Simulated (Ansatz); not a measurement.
Molecule: C2H8Sn, net charge 0, singlet state. 
Coordinates optimised at B3LYP-D3(BJ)/def2-TZVP (Ansatz, a quantum-chemistry and plane-wave program):
```
Sn
H 1 1.7194
H 1 1.7194 2 108.47
C 1 2.1608 2 109.65 3 -119.72
H 4 1.0889 1 110.28 2 59.49
H 4 1.0893 5 108.98 1 120.59
H 4 1.0893 5 108.98 6 118.82
C 1 2.1608 2 109.65 3 119.72
H 8 1.0889 1 110.28 2 -59.49
H 8 1.0893 9 108.98 1 120.59
H 8 1.0893 9 108.98 10 118.82
```

Basis-set convergence of Hartree-Fock and CCSD(T) correlation energies (hartree) with Ansatz. Correlated levels leave the core frozen unless marked. Spin-orbit coupling is left out. Frozen are the shells of the preceding noble gas and the d and f shells that filled before the atom's block. Past Kr the def2 sets carry scalar-relativistic core potentials.

```
basis       functions       E(HF)  E(corr, CCSD(T))
----------  ---------  ----------  ----------------
def2-SVP           94  -293.65559          -0.45230
def2-TZVPP        224  -293.75641          -0.54613
def2-QZVPP        436  -293.76231          -0.57223
```

Extrapolating the two largest sets (X = 3 and 4) as X^-3: E(corr) = (64·(-0.57223) - 27·(-0.54613))/37 = -0.5913 Eh, an estimate of the basis-set limit. The largest set recovers 96.8 % of it, the smallest 76.5 %.
